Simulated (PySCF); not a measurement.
## How methods differ on the excitation energy of Cr

Cr [Ar] 3d5 4s1 (7S) → Cr [Ar] 3d4 4s1 4p1 (high-spin determinant), as a difference of total energies. Computed with PySCF 2.14 in ANO-RCC-VTZP (6s5p3d2f1g, 59 functions), with scalar relativity by spin-free X2C-1e. Correlated levels: valence and next inner shell: [Ne] frozen. The calculations carry no spin-orbit coupling.

```tsv
method	excitation energy (eV)
UHF	1.915
MP2 (valence and next inner shell)	3.467
SCS-MP2 (valence and next inner shell)	2.787
CCSD (valence and next inner shell)	2.939
CCSD(T) (valence and next inner shell)	3.035
```

How much does correlation contribute at CCSD(T) (valence and next inner shell)?

3.035 − (1.915) = 1.120 eV, measured against UHF.

A first-order spin-orbit estimate (lowest level to lowest level, LS coupling) adds -0.064 eV.

The basis was made for the ground configuration and has no added diffuse functions, so the excitation energy can come out too high.

The coupled-cluster amplitudes are large for the upper state (T1 above 0.03 or a double amplitude above 0.15), so a single reference is strained.

The determinant of the upper state mixes LS terms, which raises its energy above the lowest term, most at the Hartree-Fock and MP2 levels.
